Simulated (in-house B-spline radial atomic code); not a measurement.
Co⁹⁺. Computed with a B-spline radial atomic code. Model: all-electron spherical atom, spin shells full or empty, radial basis limit, no spin-orbit coupling, Breit or QED, empty-state partial waves extrapolated as (l+1/2)^-4, RPA, G0W0 and static COHSEX of the highest shell as one setting changes (uncorrelated shells keep exact exchange).

Empty levels are discrete states of a finite basis, so the steps are uneven.

Given: element Co; charge 9; filled core Ne; hamiltonian one-electron scalar X2C; mean-field start PBE0; highest l of empty states 9; nuclear rms radius 3.7875 fm; lowest nl shells left uncorrelated 0; highest mean-field shell 3p; box radius 7.11 bohr.

Shell: 3s 1 1, 3p 3 3 (electrons up and down).

```
highest empty level kept (hartree)  RPA correlation energy (hartree)  G0W0 level (eV)  G0W0 minus most complete (meV)  COHSEX level (eV)  linearised minus solved G0W0 (meV)
                             33.33                          -0.68837          -275.61                           500.7            -279.02                                -5.9
                             66.67                          -0.83192          -275.82                           294.4            -279.63                                -6.1
                            116.67                          -0.93471          -275.94                           178.2            -279.94                                -6.3
                               200                           -1.0289          -276.01                           106.3            -280.15                                -6.4
                            333.33                           -1.1049          -276.06                            58.4            -280.29                                -6.5
                               600                                 ?                ?                               ?                  ?                                   ?
                              1000                           -1.2029           -276.1                            15.6            -280.41                                -6.5
                              2000                           -1.2431          -276.11                             4.2            -280.44                                -6.5
                              4000                                 ?                ?                               ?                  ?                                   ?
                            8333.3                           -1.2655          -276.12                             0.2            -280.45                                -6.5
                             20000                           -1.2679          -276.12                               0            -280.45                                -6.5
                             66667                           -1.2684          -276.12                               0            -280.45                                -6.5
```

Question: What follows for highest empty level kept = 4000?

Answer: RPA correlation energy -1.2593 hartree; G0W0 level -276.11 eV; G0W0 minus most complete 1.1 meV; COHSEX level -280.45 eV; linearised minus solved G0W0 -6.5 meV.

Question: What follows for highest empty level kept = 600?

Answer: RPA correlation energy -1.1612 hartree; G0W0 level -276.08 eV; G0W0 minus most complete 31.1 meV; COHSEX level -280.37 eV; linearised minus solved G0W0 -6.5 meV.
